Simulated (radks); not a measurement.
Problem. Yb LVI, 15 electrons, occupied as [Ne] 3s2 3p3. Method: scalar-relativistic Kohn-Sham, LB94 model potential, spin-polarised, spherical densities, finite nucleus; open shells are filled with parallel spins first (spin-orbit coupling, left out, can overturn this in heavy ions); Fermi nuclear charge, rms radius 5.3108 fm; computed with a radial shooting solver on a logarithmic mesh with Libxc functionals. Some entries of the table are withheld. Estimate them.

| orbital | occ. | eigenvalue (hartree) | r(max) (bohr) |
|---|---|---|---|
| 1s up | 1 | -2411.962 | 0.01236 |
| 1s down | 1 | -2411.958 | 0.01236 |
| 2s up | 1 | -531.4581 | 0.07015 |
| 2s down | 1 | -531.3664 | 0.07020 |
| 2p up | 3 | -487.3594 | 0.05711 |
| 2p down | 3 | -487.1042 | 0.05715 |
| 3s up | 1 | (1) | (2) |
| 3s down | 1 | (3) | (4) |
| 3p up | 3 | -199.5912 | (5) |
| 3p down | 0 | -198.9211 | (6) |
| 3d up | 0 | -187.3074 | 0.1453 |
| 3d down | 0 | -187.0500 | 0.1444 |
| 4s up | 0 | -113.8109 | 0.3748 |
| 4s down | 0 | -113.4146 | 0.3752 |

Solution. 
(1) 3s up eigenvalue (hartree): -212.7614
(2) 3s up r(max) (bohr): 0.1891
(3) 3s down eigenvalue (hartree): -212.0155
(4) 3s down r(max) (bohr): 0.1888
(5) 3p up r(max) (bohr): 0.1840
(6) 3p down r(max) (bohr): 0.1835
